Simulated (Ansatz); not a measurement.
Computed with Ansatz on PBE0-D4/def2-TZVP structures; ΔE is electronic, products minus reactants. CCSD(T)/CBS adds triple-zeta CCSD(T) − MP2 to the extrapolated MP2 energy (def2 sets, frozen cores). Functionals use def2-TZVPP. For Ga, Zn outer-core shells are correlated without core-valence functions, which leaves a few kJ/mol of doubt a bond. Scalar relativity is left out up to krypton. One conformer a species, not always the lowest.

Consider the redistribution: `C[B](N)[GaH2]` + `C[S][ZnH]` → `[ZnH][S][GaH2]` + `CB(C)N`.

`C[B](N)[GaH2]`:

Z-matrix (Å, degrees):
```
C
B 1 1.572
H 1 1.096 2 110.7
H 1 1.096 2 114.1 3 122.0
H 1 1.096 2 110.6 3 -116.1
N 2 1.393 1 119.9 3 -122.3
Ga 2 2.118 1 124.1 3 57.8
H 6 1.010 2 122.9 1 0.0
H 6 1.006 2 123.8 1 180.0
H 7 1.581 2 125.4 1 0.6
H 7 1.590 2 120.3 1 -179.4
```

`C[S][ZnH]`:

Cartesian coordinates in Å:
```
C 1.043 0.263 0.378
S 0.123 -1.288 0.103
Zn -1.786 -0.574 -0.641
H 0.569 0.885 1.136
H 1.164 0.832 -0.544
H 2.032 -0.022 0.736
H -3.144 -0.095 -1.169
```

`[ZnH][S][GaH2]`:

Cartesian coordinates in Å:
```
Zn 0.862 1.563 -0.513
S -0.140 0.915 1.300
Ga -0.651 -1.067 0.507
H 1.573 2.042 -1.781
H -0.208 -1.419 -0.959
H -1.436 -2.034 1.447
```

`CB(C)N`:

Z-matrix (Å, degrees):
```
C
B 1 1.578
H 1 1.094 2 114.2
H 1 1.095 2 110.6 3 121.7
H 1 1.095 2 110.6 3 -121.7
C 2 1.578 1 120.8 3 -180.0
N 2 1.398 1 119.6 3 0.0
H 6 1.095 2 110.6 1 -58.6
H 6 1.095 2 110.6 1 58.0
H 6 1.094 2 114.2 1 179.7
H 7 1.006 2 123.1 1 -180.0
H 7 1.006 2 123.1 1 0.1
```

**Question.** Is it downhill or uphill in electronic energy at CCSD(T)/CBS, and by how much? (Best estimate.)

**Answer.** The calculation gave: Downhill: ΔE = -2.15 eV.

**Question.** What do these levels give: LDA (SPW92), BHLYP-D4, PBE, revPBE, PBE0, r2SCANh, r2SCAN0, LC-ωPBE, HF/def2-SVP, SCS-MP2/def2-TZVPP, MP2/def2-QZVPP, SCS-MP2/def2-QZVPP? (Best estimate.)

**Answer.** The calculation gave: LDA (SPW92) -2.12, BHLYP-D4 -2.19, PBE -2.02, revPBE -1.98, PBE0 -2.11, r2SCANh -2.21, r2SCAN0 -2.23, LC-ωPBE -2.12, HF/def2-SVP -2.36, SCS-MP2/def2-TZVPP -2.16, MP2/def2-QZVPP -2.22, SCS-MP2/def2-QZVPP -2.16 eV.

**Question.** What do rigid-rotor, harmonic-oscillator terms from PBE0-D4/def2-TZVP frequencies (298.15 K, 1 bar) make of the CCSD(T)/CBS value? (Estimate.)

**Answer.** Ansatz gave: ΔZPE = +0.02 eV, ΔH = -2.14 eV, ΔS = -16 J/(mol·K), ΔG = -2.10 eV.

Largest T1 diagnostic among the species: 0.015.

At CCSD(T), def2-SVP lies −0.14 eV from the extrapolated value and def2-TZVPP +0.00 eV. Leaving LDA and LC-ωPBE aside and taking each functional with its dispersion term where it has one, the values, not all of them listed here, spread over 0.25 eV, from r2SCAN0-D4 to revPBE-D4. LDA lies −0.09 eV from PBE without D4. From r2SCAN to r2SCAN0 (25 % exact exchange), in def2-TZVPP and without D4, ΔE moves by −0.03 eV.
